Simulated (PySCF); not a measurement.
**How methods differ on the ionisation energy of Eu⁴⁴⁺**

Eu⁴⁴⁺ [Ar] 3d1 (2D) → Eu⁴⁵⁺ [Ar] (1S), as a difference of total energies. Computed with PySCF 2.14 in an even-tempered Gaussian basis (18 s from 8.8 bohr⁻², ratio 2.5; 12 p from 11 bohr⁻², ratio 2.5; 7 d from 11 bohr⁻², ratio 2.5; 4 f from 40 bohr⁻², ratio 2.7; 3 g from 60 bohr⁻², ratio 2.7), with scalar relativity by spin-free X2C-1e. Correlated levels: outer shells: [Ne] frozen; virtual orbitals above 40 to 60 times the deepest correlated orbital energy dropped. The calculations carry no spin-orbit coupling.

| method | ionisation energy (eV) |
| --- | --- |
| UHF | 3489.6 |
| LDA | 3490.3 |
| PBE | 3491.4 |
| PBE0 | 3491.3 |
| r2SCAN | 3492.1 |
| r2SCANh | 3492.0 |
| M06 | 3488.8 |
| MP2 (outer shells) | 3489.2 |
| SCS-MP2 (outer shells) | 3489.2 |

A first-order spin-orbit estimate (lowest level to lowest level, LS coupling) adds 21.432 eV.

Breit and QED terms and the two-electron picture change are absent.

First order in ζ underestimates the shift of j = l − 1/2 levels at high Z.

For comparison: 3510 ± 4 eV (theoretical estimate listed by NIST; NIST Atomic Spectra Database, ionization energies).
